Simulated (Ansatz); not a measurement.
Ideal-gas functions of `[Bi]#[Bi]` at 500 K and 1 bar, from an Ansatz frequency run at PBE0-D4/def2-TZVP.

Molar mass 417.96 g/mol, point group D∞h (symmetry number 2), electronic degeneracy 1, moments of inertia 711.235 u Å². Harmonic wavenumbers (cm⁻¹, unscaled): 209.

Use S(trans) = R[1.5 ln M + 2.5 ln T − 1.1517]; rotational temperatures θ = 24.2544 K / I; S(rot) = R[ln(T/σθ) + 1]; for each mode x = 1.438777 ν̃/T, S = R[x/(eˣ − 1) − ln(1 − e⁻ˣ)] and H = RT x/(eˣ − 1); 1 cm⁻¹ = 0.0119627 kJ/mol; R = 8.31446 J/(mol·K).

**Question.** By hand: the entropy, in J/(mol·K).

**Answer.** Translation 194.9. Rotation: θ = 0.0341 K, giving 82.3. Vibration, mode by mode: 12.67, in all 12.7. Electronic 0.0. Sum 289.9 J/(mol·K).

**Question.** By hand: H − E and G − E in kJ/mol, counted from the electronic energy.

**Answer.** Zero-point energy ½ × 209 × 0.0119627 = 1.3; thermal vibration 3.0; translation, rotation and pV give 3.5 RT = 14.6. H − E = 18.9 kJ/mol, and G − E = 18.9 − 500 × 289.9/1000 = -126.0 kJ/mol.

Vibration gives 4 % of the entropy.
